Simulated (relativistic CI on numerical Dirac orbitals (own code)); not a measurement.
Computed by Dirac-Coulomb-Breit CI, orbitals from a KLI potential per configuration, model QED (radiative potential, 1s self-energy scaled to tabulated hydrogen-like ionisation energies), unscaled Slater integrals (own radial code, finite nucleus).

The strongest absorption lines from the ground level of an ion, among the configurations computed and to levels below about 693 eV (vacuum wavelength in Å, gf): 18.063 (0.048), 18.084 (0.026), 20.730 (0.1), 20.780 (0.054), 28.731 (0.33), 28.925 (0.18), 226.11 (0.46), 260.90 (0.2).

Problem. Which ion is it?
A. Ni¹⁷⁺
B. Ge¹⁹⁺
C. Kr²⁵⁺
D. Ge²¹⁺

Solution. D. Ge²¹⁺ has 11 electrons and the ground level 3s ²S1/2; the strongest line goes to 3p ²P°3/2. The pattern of lines fixes the number of electrons, and along that sequence the line energies rise steadily with the charge (about as its square where n changes within one kind of shell, about linearly where n is kept but much faster in heavy ions where fine structure, which grows about as Z⁴, sets the gap, and irregularly where shells cross), which fixes Z. Configurations outside the model, such as inner-shell arrays, can give stronger lines. At this charge energies of transitions that change n are usually good to better than 1 %, and those within a shell (Δn = 0) to a few per cent.
